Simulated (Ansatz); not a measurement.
Calculation: frozen-core CCSD(T)/cc-pVTZ // B3LYP-D3(BJ)/def2-TZVP (Ansatz, an electronic-structure program). The restricted HF reference is unstable towards unrestricted orbitals.

Ansatz 0.2 input:
```yaml
crystal:
  periodic: [false, false, false]
  atoms:
    - { symbol: F, position_ang: [-2.271026, 0.550625, 0.913631] }
    - { symbol: C, position_ang: [-1.652537, -0.16139, -0.130903] }
    - { symbol: C, position_ang: [-0.190991, -0.093355, -0.008835] }
    - { symbol: C, position_ang: [0.801706, -0.978474, 0.078987] }
    - { symbol: C, position_ang: [1.850738, 0.186986, 0.059242] }
    - { symbol: C, position_ang: [0.869631, 1.081144, -0.024924] }
    - { symbol: H, position_ang: [-2.000475, 0.298193, -1.061711] }
    - { symbol: H, position_ang: [-1.999509, -1.195574, -0.082996] }
    - { symbol: H, position_ang: [0.855326, -2.056898, 0.110319] }
    - { symbol: H, position_ang: [2.927717, 0.234264, 0.105963] }
    - { symbol: H, position_ang: [0.810966, 2.15723, -0.077495] }
basis:
  gaussian: { orbitals: cc-pVTZ }
correlation:
  method: ccsd_t
```

Output:

```
Functional definition: HF
1448 factors; integrals over basis functions are off by at most 1.2e-3 eV
mean field evaluation 1: about -7932.1566 eV, gradient 3.6e1 eV
mean field evaluation 2: about -7932.5411 eV, gradient 3.5e1 eV
mean field evaluation 4: about -7935.7888 eV, gradient 4.7e0 eV
mean field evaluation 8: about -7935.8476 eV, gradient 2.5e-1 eV
mean field evaluation 16: about -7932.1558 eV, gradient 3.6e1 eV
mean field -7935.84791276 eV, -291.6370316831 hartree, gradient 2.4e-6 eV, S^2 0.000000; 0 other end points of the search recorded, 0 dependent functions left out; unrestricted orbitals would lower it
6 core orbitals not correlated
reference -7935.84791276 eV, -291.6370316831 hartree; 16, 16 occupied and 228, 228 virtual orbitals, 1448 factors
second order -28.42423171 eV of doubles, -0.00000000 eV of singles
cycle   1  -28.37081329 eV  change    5.3e-2 eV  update   1.1e-1
cycle   2  -29.09914218 eV  change   -7.3e-1 eV  update   3.8e-2
cycle   3  -29.27101695 eV  change   -1.7e-1 eV  update   1.9e-2
cycle   4  -29.26164832 eV  change    9.4e-3 eV  update   6.6e-3
cycle   5  -29.26369488 eV  change   -2.0e-3 eV  update   3.1e-3
cycle   6  -29.26656958 eV  change   -2.9e-3 eV  update   1.1e-3
cycle   7  -29.26615649 eV  change    4.1e-4 eV  update   4.9e-4
cycle   8  -29.26582636 eV  change    3.3e-4 eV  update   1.8e-4
cycle   9  -29.26589272 eV  change   -6.6e-5 eV  update   7.8e-5
cycle  10  -29.26591781 eV  change   -2.5e-5 eV  update   3.2e-5
perturbative correction -1.36777697 eV, -0.0502648766 hartree
Total energy: -7966.48160755 eV, -292.7627992021 hartree
```

Cost: very roughly 8 core-minutes.
